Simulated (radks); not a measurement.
Values are calculated unless marked as measured or tabulated.
Ho III, 65 electrons, occupied as [Xe] 4f11 (the NIST ground configuration). Code: a radial shooting solver on a logarithmic mesh with Libxc functionals. Model: scalar-relativistic Kohn-Sham, r2SCAN, spin-polarised, spherical densities, finite nucleus; open shells are filled with parallel spins first (spin-orbit coupling, left out, can overturn this in heavy ions); meta-GGA in the generalised Kohn-Sham scheme; Fermi nuclear charge, rms radius 5.2022 fm.

Normalised radial functions P(r) = r R(r), r in bohr:

r,4f down
0.0007475,0.0000
0.0009891,0.0000
0.001309,0.0000
0.001732,0.0000
0.002291,0.0000
0.003007,0.0000
0.003979,0.0000
0.005265,0.0000
0.006966,0.0000
0.009217,0.0000
0.01219,0.0001
0.01614,0.0002
0.02135,0.0006
0.02825,0.0017
0.03708,0.0044
0.04906,0.0113
0.06491,0.0272
0.08589,0.0620
0.1136,0.1313
0.1504,0.2545
0.1989,0.4439
0.2632,0.6853
0.3483,0.9243
0.4572,1.0743
0.6049,1.0751
0.8003,0.9321
1.059,0.7171
1.401,0.4994
1.854,0.3158
2.453,0.1788
3.246,0.0881
4.294,0.0354

4f down: eigenvalue -15.270 eV, 0 radial nodes, <r> = 0.860 bohr, 90 % of the charge inside 1.52 bohr.
